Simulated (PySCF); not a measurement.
SMILES [SeH]CC[SeH] (C2H6Se2), PBE0/def2-SVP optimised geometry.

```
10

Se     2.38    -0.69     0.00
C      0.41    -0.69     0.00
C     -0.18     0.70     0.00
Se    -2.14     0.71    -0.16
H      2.50    -0.15     1.37
H      0.14    -1.23    -0.91
H      0.06    -1.28     0.86
H      0.17     1.28    -0.87
H      0.09     1.27     0.90
H     -2.38     0.13     1.17
```

Density from PBE0/def2-TZVP (PySCF 2.14.0) at that geometry.

Minimum of the electron density along straight lines between bonded atoms, close to the bond critical point (lines longer than 1.1 times the sum of covalent radii, or with two minima, are not listed):

```tsv
bond	length / Å	ρ at the minimum / e bohr⁻³	∇²ρ there / e bohr⁻⁵	position (fraction from the first atom)
Se1–C2	1.963	0.146	-0.15	0.52
C2–C3	1.512	0.254	-0.64	0.50
C3–Se4	1.963	0.146	-0.15	0.48
Se1–H5	1.472	0.176	-0.32	0.63
C2–H6	1.100	0.276	-0.94	0.65
C2–H7	1.099	0.277	-0.95	0.65
C3–H8	1.100	0.276	-0.94	0.65
C3–H9	1.099	0.277	-0.95	0.65
Se4–H10	1.472	0.176	-0.32	0.63
```
